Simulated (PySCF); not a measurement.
**Energy of Nb⁺ (niobium, charge +1) between two integer charges**

The 4d alpha orbital of [Kr] 4d4 is emptied in steps (occupation f), with all orbitals relaxed, ending at [Kr] 4d3. Computed with PySCF 2.14 in aug-cc-pVTZ-PP with ECP28MDF, with scalar relativity through the core potential. The exact energy is a straight line in f; departures are measured from the line between the end points of the same method.

| f | PBE (eV) |
| --- | --- |
| 1 | 0.000 |
| 0.9 | -0.436 |
| 0.7 | -0.990 |
| 0.5 | -1.187 |
| 0.3 | -1.004 |
| 0.1 | -0.434 |
| 0 | 0.000 |

For PBE, how does the orbital energy at f = 1 compare with the removal energy?

−ε = 9.871 eV against a total-energy difference of 14.487 eV. By Janak's theorem ε = ∂E/∂f, so the gap between them reflects the curvature. Along the path −ε is 10.991 (f = 0.9), 12.572 (f = 0.7), 14.442 (f = 0.5), 16.363 (f = 0.3), 18.325 (f = 0.1) eV.

Reference removal energy between the ground levels: 14.32 eV (semi-empirical (NIST evaluation); NIST Atomic Spectra Database, ionization energies). The calculation has no spin-orbit coupling. The determinant left behind need not be the lowest term of the ion.
